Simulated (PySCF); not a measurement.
# Electronic absorption of C4H13BO2Si

C4H13BO2Si.
Bonds: C1–C2, C2–C3, C2–C4, C2–Si5, Si5–B6, B6–O7, B6–O8. Hydrogens: H9, H10, H11 on C1; H12, H13, H14 on C3; H15, H16, H17 on C4; H18, H19 on Si5; H20 on O7; H21 on O8.

Theory: TDDFT PBE0/def2-SVPD, vertical, gas phase, core orbitals frozen in the response (PySCF). Isolated species at its PBE0-D3(BJ)/def2-SVP geometry (one conformer only). Torsions of this conformer, `[CH3:1][C:2]([CH3:3])([CH3:4])[SiH2:5][B:6]([OH:7])[OH:8]`: C1–C2–Si5–B6 57°, C2–Si5–B6–O7 -160°, H–O7–B6–Si5 2°, H–O8–B6–Si5 180°.

```
state  E (eV)  λ (nm)       f  main configurations (H = HOMO, L = LUMO)
   S1    6.22   199.3   0.014                                 H→L (94%)
   S2    6.70   185.1   0.096                               H→L+1 (89%)
   S3    6.89   180.0   0.032                               H-1→L (90%)
   S4    6.95   178.4  0.0057                               H→L+2 (86%)
   S5    7.30   169.8   0.067                             H-1→L+1 (86%)
   S6    7.51   165.1   0.045                H-1→L+2 (75%), H→L+3 (16%)
   S7    7.64   162.2   0.023                H→L+3 (76%), H-1→L+2 (11%)
   S8    7.84   158.2   0.031                  H-2→L (73%), H→L+4 (14%)
   S9    7.95   155.9   0.131                  H→L+4 (71%), H-2→L (12%)
  S10    8.08   153.5  0.0016                               H-3→L (95%)
```

Triplets, Tamm–Dancoff:

```json
{"state": "T1", "E (eV)": "5.33", "λ (nm)": "232.7", "main configurations (H = HOMO, L = LUMO)": "H→L (53%), H-1→L (39%)"}
{"state": "T2", "E (eV)": "6.23", "λ (nm)": "198.9", "main configurations (H = HOMO, L = LUMO)": "H→L (38%), H-1→L (34%), H→L+2 (15%)"}
{"state": "T3", "E (eV)": "6.46", "λ (nm)": "191.8", "main configurations (H = HOMO, L = LUMO)": "H→L+1 (43%), H→L+2 (26%), H-1→L (19%)"}
{"state": "T4", "E (eV)": "6.66", "λ (nm)": "186.1", "main configurations (H = HOMO, L = LUMO)": "H→L+1 (44%), H→L+2 (42%)"}
```

The lowest singlet lies at 6.22 eV (199 nm, vacuum ultraviolet) and is weak; its leading configuration is HOMO→LUMO (94%). The most intense listed level is S9 at 7.95 eV (156 nm, f = 0.131), 1.73 eV above S1. Löwdin shares by element: HOMO carbon 35% or more, silicon 22%, boron 9% (atoms not listed hold the other 34%); LUMO boron 29%, oxygen 26%, silicon 24% (atoms not listed hold the other 21%). Weighted by f, the mean energy of these states is 7.38 eV. Orbital energies (eV): HOMO-3 -9.25, HOMO-2 -9.10, HOMO-1 -8.24, HOMO -7.55, LUMO -0.11, LUMO+1 0.04, LUMO+2 0.43. Of the 10 states listed, 8 reach f = 0.01 and none stays under 0.0005. No computed singlet lies in the visible range (380 to 750 nm); the lowest, at 199 nm, stands 2.96 eV above its violet end (3.26 eV). All these states lie below the vertical ionisation energy of 9.28 eV (ΔSCF). Singlets were solved by full linear response, triplets in the Tamm–Dancoff approximation.

On one thread, Arm Neoverse V1 (aarch64), shared host, this took 4.4 min of wall time (with the writing of density and orbital grids) and 1.1 GiB of memory at its peak.
